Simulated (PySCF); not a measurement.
Spectra and structures to be paired. Theory: PySCF, TDDFT PBE0/def2-SVPD, vertical, gas phase, core orbitals frozen in the response. Geometries: GFN2-xTB; one conformer of each isolated species. Triplets are in the Tamm–Dancoff approximation.

A. `N#C[SiH2]O`
B. `C/C=C(/CO)CCl`
C. `C=C1CC[C@@H]1CN`

Lowest singlet levels (six at most, fewer where fewer were computed) with oscillator strengths:

1. 5.72 eV (f 0.030); 6.33 eV (f 0.019); 6.72 eV (f 0.162); 6.80 eV (f 0.009); 6.96 eV (f 0.058); 7.19 eV (f 0.026); T1 4.26 eV
2. 6.82 eV (f 0.002); 7.19 eV (f 0.005); 7.41 eV (f 0.007); 7.59 eV (f 0.000); 7.71 eV (f 0.000); 8.06 eV (f 0.008); T1 5.84 eV
3. 6.02 eV (f 0.110); 6.39 eV (f 0.023); 6.56 eV (f 0.100); 6.70 eV (f 0.032); 6.77 eV (f 0.062); 7.28 eV (f 0.041); T1 4.06 eV

Question: Match each spectrum to its molecule.

Answer: 1 = C, 2 = A, 3 = B.
- A: S1 at 6.82 eV, HOMO→LUMO (77%), HOMO-1→LUMO (9%); Löwdin shares by element: HOMO oxygen 27%, silicon 19%, hydrogen 17% or more, nitrogen 16% (atoms not listed hold the other 21%); LUMO silicon 29%, carbon 21%, nitrogen 19%, oxygen 13% (atoms not listed hold the other 18%); HOMO -9.65 and LUMO -1.15 eV.
- B: S1 at 6.02 eV, HOMO→LUMO (67%), HOMO-1→LUMO (25%); Löwdin shares by element: HOMO carbon 57% or more, chlorine 14%, oxygen 8% (atoms not listed hold the other 21%); LUMO carbon 57% or more, chlorine 20% (atoms not listed hold the other 24%); HOMO -7.43 and LUMO -0.59 eV.
- C: S1 at 5.72 eV, HOMO→LUMO (95%); Löwdin shares by element: HOMO nitrogen 50%, carbon 26% or more (atoms not listed hold the other 24%); LUMO carbon 63% or more (atoms not listed hold the other 37%); HOMO -6.72 and LUMO 0.05 eV.
